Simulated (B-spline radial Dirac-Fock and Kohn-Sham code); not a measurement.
Hg⁵⁺: L2-M23M23 lines in intermediate coupling

System: mercury as Hg⁵⁺ in the configuration 1s2 2s2 2p6 3s2 3p6 3d10 4s2 4p6 4d10 4f14 5s2 5p6 5d7.

Calculated with a radial B-spline solver, using Dirac-Fock (average of configuration) total-energy differences with a finite nucleus, the Breit interaction including its frequency dependence, and self-energy and vacuum-polarisation corrections. The two-hole levels come from diagonalising the Coulomb interaction among the jj configurations; intensities are independent-particle Coulomb rates. Kinetic energies are from the vacuum level. The model has no electron correlation. Open outer shells are spectators and are not coupled to the holes.

```tsv
kinetic energy (eV)	J	leading jj holes (weight)	leading LS term (weight)	intensity (%)
7476.0	0	M2M2 (1.00)	³P0 (0.65)	26.1
7915.0	2	M2M3 (1.00)	¹D2 (0.68)	49.8
7925.6	1	M2M3 (1.00)	³P1 (1.00)	22.9
8334.4	0	M3M3 (1.00)	¹S0 (0.65)	0.7
8355.1	2	M3M3 (1.00)	³P2 (0.68)	0.5
```

The strongest line, by its leading LS label ¹D2, lies at 7915.0 eV. The mean weight of the leading component is 1.00 in jj and 0.73 in LS coupling, so jj labels describe these levels better.

Run: 110 s of CPU time on 1 thread of AMD EPYC 7571 (shared host), peak memory 0.56 GiB.
